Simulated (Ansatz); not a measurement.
Single points on the cluster B₂N₂.

```yaml
crystal:
  periodic: [false, false, false]
  atoms:
    - {symbol: B, position_ang: [-0.035188, 0.742542, -0.066755]}
    - {symbol: B, position_ang: [0.035144, -0.742551, 0.066733]}
    - {symbol: N, position_ang: [-1.188201, -0.057534, -0.013788]}
    - {symbol: N, position_ang: [1.188245, 0.057533, 0.013800]}
basis:
  gaussian: {orbitals: def2-TZVP, initial_orbitals: start.molden}
hamiltonian: {xc: {name: BLYP}, dispersion: d4}
scf: {omitted_lower_state_checks: [starts]}
output: {forces: true, orbitals: {seedname: orbitals}}
```

The file start.molden holds the orbitals of an earlier run on this structure, at another level or in another basis.

```sh
$ ansatz run in.yaml --threads 4 --pin off --events-out ev --progress --plain --max-ram 3916MiB
```

Shortened log:

```
Functional definition: BLYP
648 factors; their error is unknown
mean field evaluation 1: about -4328.4149 eV, gradient 1.1e1 eV
mean field evaluation 2: about -4328.6003 eV, gradient 2.6e-1 eV
mean field evaluation 4: about -4328.6012 eV, gradient 2.1e-1 eV
mean field evaluation 8: about -4328.6013 eV, gradient 1.2e-4 eV
mean field -4328.60127823 eV, -159.0731629435 hartree, gradient 9.1e-6 eV, S^2 0.000000; 0 other end points of the search recorded, 0 dependent functions left out
reference -4328.60155928 eV, -159.0731732719 hartree; 12, 12 occupied and 112, 112 virtual orbitals, 648 factors
Total energy: -4328.75804044 eV, -159.0789238488 hartree
Atom 0 at    -0.035188     0.742542    -0.066755 Å, force    -0.057541     1.234224    -0.110867 eV/Å
Atom 1 at     0.035144    -0.742551     0.066733 Å, force     0.059844    -1.234089     0.111006 eV/Å
Atom 2 at    -1.188201    -0.057534    -0.013788 Å, force    -0.501508    -0.024141    -0.005891 eV/Å
Atom 3 at     1.188245     0.057533     0.013800 Å, force     0.499204     0.024007     0.005753 eV/Å
Dipole moment:    -0.000115    -0.000011    -0.000058 e Å
Checks for a lower state left out: starts
```

Hardware: 4 threads of Arm Neoverse V1 on a shared host. Wall time 0.8 s.

First input, but with `gaussian: {orbitals: def2-SVP, initial_orbitals: start.molden}`, `hamiltonian: {xc: pbe0, dispersion: d4}`, `output: {orbitals: {seedname: orbitals}}` (abridged; 0.3 s):

```
Functional definition: PBE0
mean field -4319.16036538 eV, -158.7262157958 hartree, gradient 2.4e-5 eV, S^2 0.000000
Total energy: -4319.21525788 eV, -158.7282330579 hartree
Checks for a lower state left out: starts
```

First input, but with `hamiltonian: {xc: {name: BHLYP}, dispersion: d4}`, `output: {orbitals: {seedname: orbitals}}` (abridged; 1.2 s):

```
Functional definition: BHLYP
mean field -4326.72753418 eV, -159.0043041199 hartree, gradient 2.2e-5 eV, S^2 0.000000
Total energy: -4326.80790368 eV, -159.0072576446 hartree
Checks for a lower state left out: starts
```

The first input with `gaussian: {orbitals: def2-TZVPD, initial_orbitals: start.molden}`, `hamiltonian: {xc: pbe0, dispersion: d4}`, `output: {orbitals: {seedname: orbitals}}` (abridged; 1 s):

```
Functional definition: PBE0
mean field evaluation 16: about -4324.0310 eV, gradient 9.2e-6 eV
mean field -4324.03098168 eV, -158.9052076433 hartree, gradient 9.3e-6 eV, S^2 0.000000
Total energy: -4324.08588497 eV, -158.9072253019 hartree
Checks for a lower state left out: starts
```

As the first input, with `hamiltonian: {xc: {name: LC-wPBE}}`, `output: {orbitals: {seedname: orbitals}}` (abridged; 1.3 s):

```
Functional definition: LC-wPBE
mean field -4325.57447437 eV, -158.9619299534 hartree, gradient 2.0e-5 eV, S^2 0.000000
Total energy: -4325.57447438 eV, -158.9619299536 hartree
Checks for a lower state left out: starts
```

As the first input, with `gaussian: {orbitals: def2-TZVPD, initial_orbitals: start.molden}`, `hamiltonian: {xc: r2scan, dispersion: d4}`, `output: {orbitals: {seedname: orbitals}}` (abridged; 1.5 s):

```
Functional definition: r2SCAN
mean field -4326.92497038 eV, -159.0115597663 hartree, gradient 8.5e-6 eV, S^2 0.000000
Total energy: -4326.93938063 eV, -159.0120893334 hartree
Checks for a lower state left out: starts
```

First input, but with `hamiltonian: {xc: {text: "exchange = 0.50*pbe_x + 0.50*exact_x\ncorrelation = pbe_c"}}`, `output: {orbitals: {seedname: orbitals}}` (abridged; 1.6 s):

```
Functional definition: unnamed
mean field evaluation 16: about -4324.0490 eV, gradient 6.9e-5 eV
mean field -4324.04902038 eV, -158.9058705532 hartree, gradient 6.8e-6 eV, S^2 0.000000
Total energy: -4324.04903849 eV, -158.9058712189 hartree
Checks for a lower state left out: starts
```

Geometry: r2SCAN-D4/def2-TZVP.

LC-ωPBE has ω = 0.4 bohr⁻¹. The restricted singlet is unstable towards broken spin symmetry at other levels; at BLYP-D4/def2-TZVP, PBE0-D4/def2-SVP, BHLYP-D4/def2-TZVP, PBE0-D4/def2-TZVPD and others this wasn't settled. At BLYP-D4/def2-TZVP, r2SCAN-D4/def2-TZVPD an occupied level of the charge 0 singlet lies above an empty one (by up to 0.16 eV), so this SCF solution is probably not the lowest. The geometry of the singlet was relaxed on an unsound state (an occupied level 0.05 eV above an empty one). At PBE0-D4/def2-TZVP a triplet of charge 0 lies 0.87 eV below the restricted singlet, each at its own geometry. The structure comes from a short search, and lower isomers may exist.
